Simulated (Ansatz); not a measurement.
FH₄ISi₂ (`F[SiH]([SiH3])I`), relaxed with RKS PBE-D4/def2-SVP in the Gaussian-basis code of Ansatz from a rough embedded geometry. The force threshold is 0.03 eV/Å; the program also tests the step.

Charge 0, multiplicity 1. I takes the def2 core potential.

Start:

```xyz
8

F    -1.826   -0.582   -1.157
Si   -0.328   -0.167   -1.058
Si    0.191    0.276    1.120
I     1.108   -1.902   -1.905
H    -0.097    1.032   -1.926
H    -0.662    1.420    1.655
H     1.616    0.760    1.268
H    -0.003   -0.837    2.004
```

Q: By how much does the energy fall, and how many steps does the optimiser take? (An estimate is asked.)

A: The calculation gave: 24.02 kJ/mol, in 6 steps.

Q: Which bonds change most? (Best estimate.)

A: Ansatz gave: F1–Si2 from 1.558 to 1.642 Å; Si3–H8 from 1.435 to 1.502 Å; Si2–Si3 from 2.282 to 2.350 Å; Si2–I4 from 2.406 to 2.465 Å.

Q: Give the relaxed structure. (An estimate is asked.)

A: The calculation gave: 
```xyz
8

F    -1.882   -0.574   -1.192
Si   -0.313   -0.107   -1.072
Si    0.205    0.333    1.177
I     1.133   -1.953   -1.833
H    -0.115    1.039   -2.022
H    -0.684    1.418    1.725
H     1.641    0.774    1.249
H     0.016   -0.930    1.968
```
